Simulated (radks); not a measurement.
Polarisability of the neodymium ion Nd3+, [Xe] 4f3, at imaginary frequency. Method: non-relativistic Kohn-Sham, LDA (Slater exchange, VWN5 correlation), spin-polarised, spherical densities, point nucleus; open shells are filled with parallel spins first (spin-orbit coupling, left out, can overturn this in heavy ions); relativity is left out, which matters for an element this heavy; computed with a radial shooting solver on a logarithmic mesh with Libxc functionals. Response by self-consistent Sternheimer equations with the Hartree and adiabatic LDA kernel.

w (hartree)  alpha1(iw) (bohr^3)
0.00266                    6.966
0.0143                     6.965
0.0360                     6.957
0.0697                     6.931
0.118                      6.868
0.186                      6.733
0.280                      6.472
0.413                      6.013
0.605                      5.268
0.892                      4.203
1.35                       2.936
2.12                       1.753
3.59                      0.8821
6.94                      0.3456
17.5                     0.08014

Static values: alpha1 = 6.966 bohr^3 (1.032 angstrom^3; uncoupled 12.56). C6 = 42.24, triple-dipole C9 = 209.8 atomic units. One-pole (London) frequency 4 C6 / (3 alpha1^2) = 1.161 hartree, against 1.311 for minus the highest occupied eigenvalue. The dipole shielding factor is 0.950, as the force sum rule N/Z = 0.950 demands.
